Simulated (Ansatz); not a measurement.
Reaction (ligand exchange at the Si–C bond): `C[SiH2]C=N` + `OC(F)F` → `C[SiH2]OC(F)F` + `C=N`

Calculated with Ansatz (gas phase, PBE0-D4/def2-TZVP geometries, no zero-point term in ΔE). CBS: MP2 limit from def2 TZ/QZ plus the TZ coupled-cluster correction, frozen cores. This one scheme is used for every species. DFT in def2-TZVPP. One conformer a species, not always the lowest.

Question: Is it downhill or uphill in electronic energy at CCSD(T)/CBS, and by how much? (Best estimate.)

Answer: Ansatz gave: Downhill: ΔE = -23.2 kcal/mol.

Question: What do these levels give: PBE0-D4, r2SCAN, CCSD(T)/def2-TZVPP, HF/def2-QZVPP, MP2/def2-QZVPP, HF/CBS(def2)? (Best estimate.)

Answer: The calculation gave: PBE0-D4 -20.9, r2SCAN -22.6, CCSD(T)/def2-TZVPP -23.1, HF/def2-QZVPP -27.3, MP2/def2-QZVPP -23.8, HF/CBS(def2) -27.3 kcal/mol.

Largest T1 diagnostic among the species: 0.012.

From PBE to PBE0 (25 % exact exchange), in def2-TZVPP and without D4, ΔE moves by −1.5 kcal/mol. In def2-TZVPP, CCSD(T) changes the Hartree–Fock value by +3.9 kcal/mol (the triples alone add +0.7 kcal/mol) and MP2 by +3.4 kcal/mol.
